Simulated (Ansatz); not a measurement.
Reaction (ligand exchange at a Ga–C bond): `[CH3][Ga]([CH3])[NH2]` + HCl → `[CH3][Ga]([NH2])[Cl]` + CH₄

Calculated with Ansatz (gas phase, PBE0-D4/def2-TZVP geometries, no zero-point term in ΔE). CCSD(T)/CBS adds triple-zeta CCSD(T) − MP2 to the extrapolated MP2 energy (def2 sets, frozen cores). This one scheme is used for every species. DFT in def2-TZVPP. HSE06 is defined as in plane-wave codes. For Ga outer-core shells are correlated without core-valence functions, which leaves a few kJ/mol of doubt a bond. Scalar relativity is left out up to krypton. One conformer a species, not always the lowest.

`[CH3][Ga]([CH3])[NH2]`:

```xyz
12

C     1.852    0.450   -0.104
Ga   -0.082    0.094   -0.058
C    -0.952   -1.477    0.743
N    -1.170    1.337   -0.833
H     2.079    1.386   -0.616
H     2.256    0.506    0.910
H     2.380   -0.359   -0.615
H    -0.704   -1.555    1.805
H    -2.038   -1.431    0.647
H    -0.604   -2.396    0.264
H    -0.842    2.180   -1.273
H    -2.173    1.266   -0.870
```

HCl:

```xyz
2

Cl   -0.490   -0.057   -0.407
H     0.490    0.057    0.407
```

`[CH3][Ga]([NH2])[Cl]`:

Z-matrix (Å, degrees):
```
C
Ga 1 1.946
H 1 1.091 2 109.7
H 1 1.091 2 109.7 3 -118.3
H 1 1.090 2 111.5 3 120.9
N 2 1.804 1 128.0 3 -122.9
Cl 2 2.159 1 119.7 3 57.2
H 6 1.005 2 124.5 1 0.1
H 6 1.005 2 122.7 1 -179.9
```

CH₄:

Cartesian coordinates in Å:
```
C 0.000 0.000 0.000
H 0.871 -0.533 0.380
H -0.281 0.785 0.702
H -0.830 -0.696 -0.117
H 0.240 0.445 -0.965
```

CCSD(T)/CBS gives -144.8 kJ/mol.

(1) Another level gave -172.2 kJ/mol. Which?
A. r2SCANh-D4/def2-TZVPP
B. HSE06-D4/def2-TZVPP
C. HF/def2-TZVPP
D. BHLYP-D4/def2-TZVPP

(2) What do rigid-rotor, harmonic-oscillator terms from PBE0-D4/def2-TZVP frequencies (298.15 K, 1 bar) make of the CCSD(T)/CBS value? (An estimate is asked.)

Largest T1 diagnostic among the species: 0.012.

Results:

(1) C. HF/def2-TZVPP -172.2, HSE06-D4 -149.7, r2SCANh-D4 -154.3, BHLYP-D4 -159.7 kJ/mol.

(2) Ansatz gave: ΔZPE = +9.7 kJ/mol, ΔH = -136.0 kJ/mol, ΔS = -8 J/(mol·K), ΔG = -133.7 kJ/mol. Modes under 50 cm⁻¹ make the entropy rough.

In def2-TZVPP, CCSD(T) changes the Hartree–Fock value by +27.8 kJ/mol (the triples alone add +1.8 kJ/mol) and MP2 by +24.9 kJ/mol. From BLYP to BHLYP (50 % exact exchange), in def2-TZVPP and without D4, ΔE moves by −10.4 kJ/mol. Leaving LDA and LC-ωPBE aside and taking each functional with its dispersion term where it has one, the values, not all of them listed here, spread over 15.8 kJ/mol, from BHLYP-D4 to revPBE-D4. LDA lies +6.7 kJ/mol from PBE without D4.
